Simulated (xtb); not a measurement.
Cl2Pb, singlet, geometry from GFN2-xTB (such geometries of metal compounds can be far from the true shape). Base run: GFN0-xTB run with xtb.

Input for xtb:
```
$ xtb mol.xyz --gfn 0 --json

# file mol.xyz
3

Pb     0.00765115    -0.01117216     0.46344358
Cl     1.26191218     1.44651416    -1.10463352
Cl    -1.29881774    -1.39262489    -1.13080023
```

Variants of this job, named by their change:

```csv
change,ΔE vs base (mEh),HOMO-LUMO gap (eV)
base,0.000,4.18
etemp = 5000,-0.833,4.18
acc = 0.1,0.000,4.18
etemp = 10,0.000,4.18
acc = 1000,0.000,4.18
acc = 30,0.000,4.18
etemp = 10000,(withheld),4.18
etemp = 1000,0.000,4.18
```

Complete the blanks.


- etemp = 10000, ΔE vs base (mEh): -21.024
